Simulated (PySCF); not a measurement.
[Pr(NH3)3]3+: from a saddle point downhill

PySCF 2.14.0, RKS BP86, Pr lcecp-1-SVP with ECP48, N def2-SVP, H def2-SVP; non-relativistic Hamiltonian with scalar-relativistic core potentials where named; density fitting; no spin-orbit coupling. Relaxed within the symmetry of its start, the geometry (C3h) is

```xyz
13

Pr    0.0000    0.0000    0.0000
N     2.5315    0.0013    0.0000
H     2.9844   -0.4724    0.8162
H     2.9844   -0.4724   -0.8162
H     2.9854    0.9439    0.0000
N    -1.2669    2.1917    0.0000
H    -1.0831    2.8208    0.8162
H    -1.0831    2.8208   -0.8162
H    -2.3101    2.1134    0.0000
N    -1.2646   -2.1930    0.0000
H    -1.9013   -2.3484    0.8162
H    -1.9013   -2.3484   -0.8162
H    -0.6752   -3.0574    0.0000
```

and its lowest harmonic modes are -51, -50, -50, -39, 84, 84 cm⁻¹ (negative: unstable). It was moved along the lowest mode and relaxed again, within the group C3 that the move left.

(1) Where does it end, and how much lower?

(2) How do the contacts change?

(3) Is the end a minimum?

An lcecp potential fixes the number of 4f electrons, so in runs with it no electron can move into or out of that shell.

State: singlet in the valence, with the 4f electrons in the core potential.

## Answers

(1) In C3, 0.027 eV lower, after 18 steps:
```xyz
13

Pr    0.0000    0.0000    0.7302
N     2.4202   -0.0006    0.0104
H     3.1007   -0.2627    0.7622
H     2.6742   -0.6544   -0.7661
H     2.7945    0.9163   -0.3273
N    -1.2096    2.0962    0.0104
H    -1.3228    2.8166    0.7622
H    -0.7704    2.6431   -0.7661
H    -2.1907    1.9620   -0.3273
N    -1.2106   -2.0957    0.0104
H    -1.7779   -2.5539    0.7622
H    -1.9038   -1.9887   -0.7661
H    -0.6037   -2.8782   -0.3273
```

(2) 
```tsv
contact	saddle (Å)	end (Å)
Pr1–N2 (NH3)	2.532	2.525
Pr1–N6 (NH3)	2.532	2.525
Pr1–N10 (NH3)	2.532	2.525
```


(3) Yes, as far as the noise of the softest modes lets one tell (those above −25 cm⁻¹ count as noise); lowest modes 29, 29, 29, 48, 73, 73 cm⁻¹.
